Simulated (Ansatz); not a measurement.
Basis-set extrapolation for `CC(C)[CH2][AlH2]` (PBE0-D4/def2-TZVP geometry, frozen core, Ansatz 0.2.0). Multiplicity 1, RHF reference.

```
                      def2-TZVPP   def2-QZVPP
                 HF  -399.844407  -399.859174
    MP2 correlation    -0.795321    -0.845060
CCSD(T) correlation    -0.889997      not run
```

Energies in hartree. Use E(X) = E(∞) + A·exp(−7.88·√X) for Hartree–Fock and E(X) = E(∞) + B·X^(−2.97) for correlation, with X = 3 and 4, and add CCSD(T) minus MP2 of the smaller set to the MP2 limit.

What is the CCSD(T) energy at the basis-set limit?

HF limit: -399.859174 + (-0.014767) × 0.13774 = -399.86121. MP2 limit: -0.845060 + (-0.049739) × 0.74074 = -0.88190. Higher-order term: -0.889997 − (-0.795321) = -0.09468. Total: -400.83779 hartree, 271.4 kJ/mol below CCSD(T)/def2-TZVPP.
